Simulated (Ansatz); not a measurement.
A structure relaxed at PBE0-D4/def2-TZVP, charge 0, multiplicity 1:

Cartesian coordinates in Å:
```
N 0.4614 1.3552 0.6368
C -0.0134 0.0229 0.4219
N -1.3793 -0.0033 0.8870
O 0.6219 -0.9824 1.2166
Si 0.1476 -0.4301 -1.4408
H 0.3675 1.5933 1.6200
H 1.4232 1.4755 0.3493
H -1.9424 0.6661 0.3803
H -1.7783 -0.9282 0.7977
H 1.5292 -1.0783 0.9141
H 1.5774 -0.4118 -1.8750
H -0.6249 0.5241 -2.2783
H -0.3898 -1.8031 -1.6297
```

Question: Give its formula and SMILES.

Answer: CH8N2OSi, `NC(N)(O)[SiH3]`.

Question: Point group (tolerance 0.08 Å, 0.16 Å for H)?

Answer: C1.

Question: Summarise the bond lengths by kind.

Answer: 2 × C–N 1.431 to 1.443 Å; 4 × H–N 1.011 to 1.016 Å; 1 × C–O 1.430 Å; 1 × C–Si 1.924 Å; 1 × H–O 0.961 Å; 3 × H–Si 1.486 to 1.494 Å.

Results of the Gaussian-basis code of Ansatz.
